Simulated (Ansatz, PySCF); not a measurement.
The pair A = GaH3 (SMILES [GaH3]) (first 4 atoms), B = CH4O (SMILES CO); geometry from B3LYP-D3(BJ)/def2-TZVP.
(charge 0, multiplicity 1):
```xyz
10

Ga    -0.060    -0.851     0.703
H     -1.292     0.028     0.267
H     -0.346    -2.203     1.477
H      1.332    -0.687    -0.022
C     -0.380     0.267     3.589
O      0.501     0.314     2.451
H     -0.452    -0.748     3.982
H     -1.354     0.587     3.230
H     -0.030     0.954     4.359
H      1.399     0.082     2.717
```

Frozen-core correlation. Filled d and f shells under p-block atoms count as core. Rows in 6-31G* carry no dispersion term and start afresh at each structure (6-31G* with six Cartesian d functions); the Pople sets are all-electron and without relativity.

Codes used: Ansatz (Gaussian basis) for Hartree–Fock, density functionals and correlated methods; PySCF for 6-31G* rows. Values without a source in brackets are computed.

Total energies (hartree), monomers frozen at their geometry in the pair:

| structure | B3LYP/6-31G* | B3LYP/def2-TZVPPD | MP2/aug-cc-pVDZ |
|---|---|---|---|
| AB | -2042.1395731 | -2042.4802340 | -2040.4564034 |
| A in the pair's basis | -1926.3947186 | -1926.6762928 | -1925.0069938 |
| B in the pair's basis | -115.7184475 | -115.7801308 | -115.4225224 |
| A | -1926.3942592 | -1926.6758420 | -1925.0056427 |
| B | -115.7134027 | -115.7800674 | -115.4213251 |

Work out the interaction energy without and with the counterpoise correction, and the superposition error, for each level.


E(AB) − E(A) − E(B), times 627.509 kcal/mol, with the monomers in their own basis and then in the pair's basis:
- B3LYP/6-31G*: -20.02 uncorrected, -16.57 corrected; the monomers gain 3.45 kcal/mol from borrowed functions
- B3LYP/def2-TZVPPD: -15.26 uncorrected, -14.94 corrected; the monomers gain 0.32 kcal/mol from borrowed functions
- MP2/aug-cc-pVDZ: -18.47 uncorrected, -16.87 corrected; the monomers gain 1.60 kcal/mol from borrowed functions

Ansatz is an electronic-structure program.
